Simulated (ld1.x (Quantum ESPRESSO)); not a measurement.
Ni, TM: configuration errors across variants

* Element: Ni
* Generator: ld1.x (Quantum ESPRESSO) 7.5
* Type: norm-conserving Troullier–Martins (Kleinman–Bylander form)
* Functional: PBE
* Relativity: scalar-relativistic
* Frozen core: [Ar]
* Valence charge: 10
* Reference configuration: 3d8 4s1.5 4p0 (charge +0.5)
* Partial waves: 4s (bound): rc 1.60 bohr; 4p (bound, empty): rc 2.50 bohr; 3d (bound): rc 1.35 bohr
* Local potential: all-electron potential smoothed inside 2.40 bohr (lloc = -2)
* Core correction: none

All-electron excitation energies from the reference (eV): (1) 3d8 4s2 4p0 -3.717; (2) 3d8 4s1 4p0 5.605; (3) 3d8 4s0 4p0 22.956; (4) 3d7 4s2 4p1 6.827; (5) 3d8.5 4s1.5 4p0 -4.900; (6) 3d8 4s1 4p1 0.878; (7) 3d8 4s0 4p2 5.785.

1 further variants failed, have other tests or too few solved ones, and are left out.

A true bound ghost makes a file unfit for plane-wave use even where its test errors are small: the radial tests pick states by their node count and pass the ghost by.

Errors AE − PS in meV (a dash: test not solved or not reliable):

```tsv
change	(1)	(2)	(3)	(4)	(5)	(6)	(7)	bound ghosts
base	+1.6	+2.5	+57	-337	-46	+0.7	+9.1	none
all radii scaled by about 0.86 (s 1.38, p 2.14, d 1.16 bohr); local potential all-electron potential smoothed inside 2.06 bohr (lloc = -2)	+2.5	+3.8	+70	-222	-27	+0.2	+9.0	none
all radii scaled by about 0.93 (s 1.50, p 2.32, d 1.26 bohr); local potential all-electron potential smoothed inside 2.24 bohr (lloc = -2)	+1.9	+3.0	+62	-303	-39	+0.8	+11	none
all radii scaled by about 1.17 (s 1.86, p 2.92, d 1.58 bohr); local potential all-electron potential smoothed inside 2.80 bohr (lloc = -2)	+0.7	+1.5	+51	-360	-61	+1.1	+10	none
all radii scaled by about 1.23 (s 1.96, p 3.06, d 1.66 bohr); local potential all-electron potential smoothed inside 2.94 bohr (lloc = -2)	+0.2	+1.0	+50	-354	-66	+1.3	+12	none
all radii scaled by about 1.32 (s 2.12, p 3.30, d 1.78 bohr); local potential all-electron potential smoothed inside 3.18 bohr (lloc = -2)	-3.8	-2.3	+46	-403	-94	+1.6	+15	s
all radii scaled by about 1.38 (s 2.20, p 3.44, d 1.86 bohr); local potential all-electron potential smoothed inside 3.30 bohr (lloc = -2)	-8.0	-5.5	+44	-413	-119	+1.7	+16	s
```

Question: Give the same row for: all radii scaled by about 0.75 (s 1.20, p 1.88, d 1.02 bohr); local potential all-electron potential smoothed inside 1.80 bohr (lloc = -2).

Answer: +4.0, +6.2, +64, -88, -15, +2.8, -6.3; bound ghosts: s.
